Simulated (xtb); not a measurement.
xtb input (GFN2-xTB):

```bash
xtb mol.xyz --gfn 2 --ohess tight --chrg -1 --uhf 0
```
mol.xyz:
```
4

Si    -0.05025750    -0.33360963     0.31066108
Cl     1.67561932     0.70550754     0.29418124
Cl    -1.65261112     0.85012334     0.21858253
H     -0.02665001    -1.22731660    -0.89848969
```

End of the output:

```
   ------------------------------------------------------------------------
       1    106.00    -0.99610 ( 95.28%)    -0.83368 (  4.72%)    -0.98844
       2    255.05    -0.50548 ( 99.85%)    -0.57372 (  0.15%)    -0.50558
       3    294.08    -0.43242 ( 99.92%)    -0.53156 (  0.08%)    -0.43251
   ------------------------------------------------------------------------

   temp. (K)  partition function   enthalpy   heat capacity  entropy
                                   cal/mol     cal/K/mol   cal/K/mol   J/K/mol
 298.15  VIB   5.02                 1172.357      7.062      7.111
         ROT  0.116E+06              888.752      2.981     26.151
         INT  0.580E+06             2061.110     10.043     33.262
         TR   0.968E+27             1481.254      4.968     39.700
         TOT                        3542.3637    15.0111    72.9621   305.2735

       T/K    H(0)-H(T)+PV         H(T)/Eh          T*S/Eh         G(T)/Eh
   ------------------------------------------------------------------------
    298.15    0.564512E-02    0.148555E-01    0.346667E-01   -0.198111E-01
   ------------------------------------------------------------------------

         :::::::::::::::::::::::::::::::::::::::::::::::::::::
         ::                  THERMODYNAMIC                  ::
         :::::::::::::::::::::::::::::::::::::::::::::::::::::
         :: total free energy         -11.623888892775 Eh   ::
         ::.................................................::
         :: total energy              -11.604077770954 Eh   ::
         :: zero point energy           0.009210419600 Eh   ::
         :: G(RRHO) w/o ZPVE           -0.029021541421 Eh   ::
         :: G(RRHO) contrib.           -0.019811121821 Eh   ::
         :::::::::::::::::::::::::::::::::::::::::::::::::::::

optimized geometry written to: xtbopt.xyz

           -------------------------------------------------
          | TOTAL ENERGY              -11.604077770954 Eh   |
          | TOTAL ENTHALPY            -11.589222235398 Eh   |
          | TOTAL FREE ENERGY         -11.623888892775 Eh   |
          | GRADIENT NORM               0.000337178278 Eh/α |
          | HOMO-LUMO GAP               3.552179476568 eV   |
           -------------------------------------------------

------------------------------------------------------------------------
------------------------------------------------------------------------
 total:
 SCF:
 ANC optimizer:
 analytical hessian:
```

It need not be the lowest isomer of its formula. Whether it binds its extra electron was not tested at this geometry.
